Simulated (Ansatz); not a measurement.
Isolated molecules relaxed with PBE0-D4/def2-TZVP in Ansatz; ΔE leaves out vibrations. CCSD(T)/CBS is the MP2 limit (def2-TZVPP, def2-QZVPP) plus CCSD(T) − MP2 in def2-TZVPP, frozen cores. Functionals use def2-TZVPP. B3LYP here is the variant with VWN-RPA as its local correlation; programs differ in this. Each species was taken in one conformer, which may not be the lowest.

Consider the formal exchange of groups at the Si–P bond: `OP([SiH3])S` + `C[SiH](N)N` → `C[Si](N)(N)[SiH3]` + `OPS`.

```json
{"level": "PBE-D4", "ΔE (kJ/mol)": "13.3", "difference from CCSD(T)/CBS": "-3.4"}
{"level": "r2SCAN-D4", "ΔE (kJ/mol)": "16.2", "difference from CCSD(T)/CBS": "-0.5"}
{"level": "PBE0-D4", "ΔE (kJ/mol)": "14.2", "difference from CCSD(T)/CBS": "-2.5"}
{"level": "ωB97X-V", "ΔE (kJ/mol)": "15.6", "difference from CCSD(T)/CBS": "-1.1"}
{"level": "B2PLYP", "ΔE (kJ/mol)": "17.9", "difference from CCSD(T)/CBS": "1.2"}
{"level": "PBE", "ΔE (kJ/mol)": "13.3", "difference from CCSD(T)/CBS": "-3.4"}
{"level": "r2SCAN", "ΔE (kJ/mol)": "16.7", "difference from CCSD(T)/CBS": "0.0"}
{"level": "PBE0", "ΔE (kJ/mol)": "14.5", "difference from CCSD(T)/CBS": "-2.2"}
{"level": "B3LYP", "ΔE (kJ/mol)": "16.0", "difference from CCSD(T)/CBS": "-0.7"}
{"level": "HF/def2-TZVPP", "ΔE (kJ/mol)": "18.3", "difference from CCSD(T)/CBS": "1.6"}
{"level": "MP2/def2-TZVPP", "ΔE (kJ/mol)": "20.1", "difference from CCSD(T)/CBS": "3.4"}
{"level": "SCS-MP2/def2-TZVPP", "ΔE (kJ/mol)": "18.5", "difference from CCSD(T)/CBS": "1.8"}
{"level": "CCSD/def2-TZVPP", "ΔE (kJ/mol)": "14.4", "difference from CCSD(T)/CBS": "-2.3"}
{"level": "HF/def2-QZVPP", "ΔE (kJ/mol)": "17.8", "difference from CCSD(T)/CBS": "1.1"}
{"level": "MP2/def2-QZVPP", "ΔE (kJ/mol)": "21.0", "difference from CCSD(T)/CBS": "4.3"}
{"level": "HF/CBS(def2)", "ΔE (kJ/mol)": "17.7", "difference from CCSD(T)/CBS": "1.0"}
{"level": "CCSD(T)/CBS", "ΔE (kJ/mol)": "16.7", "difference from CCSD(T)/CBS": "0"}
```

Largest T1 diagnostic among the species: 0.014.
